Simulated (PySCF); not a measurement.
Geometry (Å), atoms numbered from 1 in this order:
```xyz
11

N     3.429    0.626    0.428
C     2.291    0.665    0.273
C     0.930    0.693    0.091
C    -0.238    1.302    0.099
Cl   -1.145    2.669    0.356
C    -0.298   -0.137   -0.288
C    -0.832   -1.161    0.679
Cl   -2.624   -1.166    0.624
H    -0.454   -0.393   -1.332
H    -0.507   -2.168    0.418
H    -0.547   -0.927    1.705
```

Geometry: GFN2-xTB; GIAO shifts from PySCF 2.14, gas phase, non-relativistic, averaged over equivalent atoms.

At LC-wPBE/ANO-RCC-VDZP (135 basis functions, 2.3 min wall time on 1 thread of an Arm Neoverse N1, shared host):
```csv
atoms,δ (ppm)
N1,329.6
C4,149.1
C2,106.0
C3,100.4
C7,49.6
C6,31.6
H10,3.90
H11,2.77
H9,2.61
```

Referencing at the same level of theory: NH3 for $^{15}$N (σref 275.37); TMS for $^{13}$C (σref 194.73), $^{1}$H (σref 31.82).

Estimate the result of repeating the calculation with PBE0/pcSseg-1.

## Answers


```json
{"atoms": "N1", "δ at PBE0/pcSseg-1": "354.4", "change": "+24.8"}
{"atoms": "C4", "δ at PBE0/pcSseg-1": "149.0", "change": "-0.1"}
{"atoms": "C2", "δ at PBE0/pcSseg-1": "113.1", "change": "+7.1"}
{"atoms": "C3", "δ at PBE0/pcSseg-1": "97.3", "change": "-3.1"}
{"atoms": "C7", "δ at PBE0/pcSseg-1": "55.9", "change": "+6.3"}
{"atoms": "C6", "δ at PBE0/pcSseg-1": "37.1", "change": "+5.5"}
{"atoms": "H10", "δ at PBE0/pcSseg-1": "4.16", "change": "+0.26"}
{"atoms": "H11", "δ at PBE0/pcSseg-1": "2.86", "change": "+0.09"}
{"atoms": "H9", "δ at PBE0/pcSseg-1": "2.58", "change": "-0.03"}
```

δ = σ(ref) − σ, references computed at the same level: $^{15}$N (σref 267.73) vs NH3; TMS for $^{13}$C (σref 186.93), $^{1}$H (σref 31.72).

The largest change is at N1 (nitrile nitrogen). Cost: 165 basis functions, 33 s wall time on 1 thread of an Arm Neoverse N1, shared host. The order of the carbon signals is the same at both levels.

Carbons that carry Cl, above all several Cl atoms, come out too deshielded, partly because spin–orbit coupling is missing. Experimental scales use liquid or dissolved standards, which lie at an offset from isolated NH3 (liquid NH3: subtract about 20 ppm). Unscaled 15N shifts of sp2 nitrogen come out 20 to 40 ppm too high even then.
